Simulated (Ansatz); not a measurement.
Tuning the range parameter of LC-ωPBE so that −HOMO meets the ionisation energy; basis def2-SVP, Ansatz. System: Si(vinyl)3Br (C₆H₉BrSi). Charge 0, multiplicity 1. Geometry: r2SCAN-D4/def2-SVP. The ionised state is a doublet.

Geometry of the singlet:

Cartesian coordinates in Å:
```
Si -0.0199 0.0339 -0.0740
C 1.1801 -1.3720 -0.3476
C 1.6688 -1.7809 -1.5275
H 1.5086 -1.9061 0.5585
H 1.3830 -1.2927 -2.4670
H 2.3732 -2.6179 -1.6038
C 0.7625 1.3291 1.0222
C 0.9938 2.6095 0.6979
H 1.0565 0.9919 2.0293
H 0.7253 3.0093 -0.2873
H 1.4596 3.3099 1.4016
C -1.5802 -0.6118 0.7259
C -2.8196 -0.5435 0.2187
H -1.4524 -1.0915 1.7098
H -3.0162 -0.0791 -0.7550
H -3.6874 -0.9472 0.7542
Br -0.5357 0.9591 -2.0559
```

```json
{"ω (1/bohr)": "0.1", "HOMO (eV)": "-8.04", "LUMO (eV)": "-0.21", "vertical IE (eV)": "9.09", "HOMO + IE (eV)": "1.05"}
{"ω (1/bohr)": "0.15", "HOMO (eV)": "-8.66", "LUMO (eV)": "0.34", "vertical IE (eV)": "9.30", "HOMO + IE (eV)": "0.64"}
{"ω (1/bohr)": "0.2", "HOMO (eV)": "-9.19", "LUMO (eV)": "0.77", "vertical IE (eV)": "9.55", "HOMO + IE (eV)": "0.36"}
{"ω (1/bohr)": "0.3", "HOMO (eV)": "-9.99", "LUMO (eV)": "1.34", "vertical IE (eV)": "9.94", "HOMO + IE (eV)": "-0.05"}
```

**Question.** Where does the tuning condition hold?

**Answer.** Near ω = 0.29 bohr⁻¹, by linear interpolation.
